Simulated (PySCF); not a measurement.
The numbers below are computed, except where a source is named.
CH4B3O3

The system: CH4B3O3, a small molecule (built as: end group CH2); neutral, doublet. The structure, one conformer, was relaxed in the gas phase by PBE0-D3(BJ)/def2-SVP. No frequency run checks that it is a minimum.

SMILES: [CH2]B1OBOBO1

Coordinates in Å:
```
O1     -1.090   -0.226   -0.314
B2     -0.608   -1.159   -1.187
O3      0.744   -1.379   -1.268
B4      1.612   -0.668   -0.479
O5      1.125    0.265    0.392
B6     -0.233    0.505    0.490
C7     -0.777    1.555    1.464
H8     -1.363   -1.786   -1.883
H9      2.796   -0.868   -0.555
H10    -0.118    2.145    2.107
H11    -1.847    1.760    1.557
```

EPR values by unrestricted B3LYP, IGLO-III on B C O, pcH-1 on H.

(1) Predict g and the largest hyperfine couplings. Where does the spin sit?

(2) How do the isotropic couplings move with BHandHLYP?

## Answers

(1) g = 2.0022, 2.0029, 2.0034. The spin sits on C7 (97 %, bonded to 1 B + 2 H) by Mulliken populations.
```tsv
atom	isotope	isotropic (MHz)	dipolar, principal values (MHz)
C7	13C	56.8	-70.1, -69.2, 139.3
H10	1H	-55.4	-33.7, -1.4, 35.1
H11	1H	-55.4	-33.7, -1.4, 35.1
B6	11B	-29.6	-7.8, 0.6, 7.2
O5	17O	-0.9	-9.5, 4.1, 5.4
O1	17O	-0.9	-9.5, 4.1, 5.4
```

(2) C7 56.8 to 74.2 MHz, H10 -55.4 to -63.8 MHz, H11 -55.4 to -63.8 MHz, B6 -29.6 to -34.8 MHz.

The 2 runs behind this took 57 s in all, one thread each of AMD EPYC 9R45 96-Core on a shared host, launched as `OMP_NUM_THREADS=1 python cluster_run.py task.json out`.
